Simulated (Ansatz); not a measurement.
```yaml
crystal:
  periodic: [false, false, false]
  atoms:
    - {symbol: C, position_ang: [0.195003, 0.821994, 0.005846]}
    - {symbol: O, position_ang: [-0.566600, -0.148212, -0.843477]}
    - {symbol: B, position_ang: [-0.710995, -1.506756, -0.621334]}
    - {symbol: Cl, position_ang: [0.002088, -2.467292, 0.785603]}
    - {symbol: H, position_ang: [0.667544, 0.298067, 0.908154]}
    - {symbol: H, position_ang: [-0.532232, 1.632112, 0.359063]}
    - {symbol: H, position_ang: [1.009451, 1.298582, -0.641839]}
basis:
  gaussian: {orbitals: x2c-TZVPPall}
magnetization: {spin_polarized: true, initial_magnetization: 1}
hamiltonian: {xc: {name: M06-2X}}
output: {forces: true}
```

```sh
$ ansatz run in.yaml --threads 2 --pin off --events-out ev --progress --plain --max-ram 32768MiB --backend cpu
```

Output, abridged:

```
Error: YAML parse error: error: line 14 column 19: hamiltonian.xc: no functional is named "M06-2X"; the names, which are not case-sensitive, are SVWN5, SPW92, PBE, PBE0, PBEsol, revPBE, revPBE0, RPBE, rPW86-PBE, HSE06, wPBEh, LC-wPBE, HISS, HF, BLYP, B3LYP, B3LYP5, BHLYP, CAM-B3LYP, r2SCAN, r2SCANh, r2SCAN0, r2SCAN50, m-r2SCAN, B97, wB97, wB97X, wB97X-V, B97M-V, wB97M-V, B2PLYP, B2GP-PLYP, PBE0-DH, PBE-QIDH
12 |   gaussian: {orbitals: x2c-TZVPPall}
13 | magnetization: {spin_polarized: true, initial_magnetization: 1}
14 | hamiltonian: {xc: {name: M06-2X}}
15 | output: {forces: true}
```

Something in this input is off. What?

The method's name isn't one that the program takes here. The program refused the input.

HSE06 is defined as in plane-wave codes.
